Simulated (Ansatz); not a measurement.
H2OSi, charge -1, doublet, geometry from GFN2-xTB (a state made from the parent by changing its charge; the spin is typed, not shown lowest) (a gas-phase anion, which may not be bound at this level); BLYP/6-31G* in Ansatz (a first-principles code).

Ansatz was given this input:
Ansatz 0.2 input:
```yaml
crystal:
  periodic: [false, false, false]
  atoms:
    - {symbol: Si, position_ang: [0.06934238, -0.44293770, 0.00358120]}
    - {symbol: O, position_ang: [-0.17097170, 1.09211434, -0.00882986]}
    - {symbol: H, position_ang: [-1.00009541, -1.45561993, -0.00045378]}
    - {symbol: H, position_ang: [1.39707565, -1.08016707, 0.02095588]}
basis:
  gaussian:
    orbitals: 6-31G*
    point_charges:
      - {charge: -1.0, position_ang: [3.3954, -2.3929, -2.5019]}
hamiltonian:
  xc: blyp
total_charge: -1
magnetization: {spin_polarized: true, initial_magnetization: 1}
```

It wrote (shortened):

```
Functional definition: BLYP
429 factors; their error is unknown
mean field evaluation 1: about -9952.0594 eV, gradient 6.9e0 eV
mean field evaluation 2: about -9952.1868 eV, gradient 5.9e0 eV
mean field evaluation 4: about -9952.3906 eV, gradient 1.3e0 eV
mean field evaluation 8: about -9952.3605 eV, gradient 7.3e-2 eV
mean field evaluation 16: about -9950.4034 eV, gradient 5.3e0 eV
mean field -9952.36051474 eV, -365.7425029646 hartree, gradient 5.0e-5 eV, S^2 0.752090; 0 other end points of the search recorded, 0 dependent functions left out
reference -9952.36078402 eV, -365.7425128603 hartree; 13, 12 occupied and 25, 26 virtual orbitals, 429 factors
Total energy: -9952.36078402 eV, -365.7425128603 hartree
```
